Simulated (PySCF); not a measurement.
Correlation energy of In(2+) (indium, charge +2)

[Kr] 4d9 5s2, 2D determinant (an excited configuration). Computed with PySCF 2.14 in x2c-TZVPPall (8s6p4d2f, 60 functions), with scalar relativity by spin-free X2C-1e. Frozen: [Ar] 3d10; 19 electrons correlated.

MP2 pair energies summed by pair of shells (mhartree):

| pair | energy | share (%) |
| --- | --- | --- |
| 4d-4d | -119.28 | 38.2 |
| 4d-5s | -64.72 | 20.7 |
| 4p-4d | -57.89 | 18.5 |
| 5s-5s | -23.75 | 7.6 |
| 4p-4p | -17.46 | 5.6 |
| 4p-5s | -10.81 | 3.5 |
| 4s-4d | -8.22 | 2.6 |
| 4s-4p | -8.19 | 2.6 |
| 4s-4s | -1.42 | 0.5 |
| 4s-5s | -0.69 | 0.2 |

Total MP2 correlation energy: -312.42 mhartree.

Same-spin part -103.91 and opposite-spin part -208.51 mhartree; SCS-MP2 scales them by 1/3 and 6/5 to -284.85 mhartree.

This basis was not built for core-valence correlation, so the inner-shell part is incomplete.
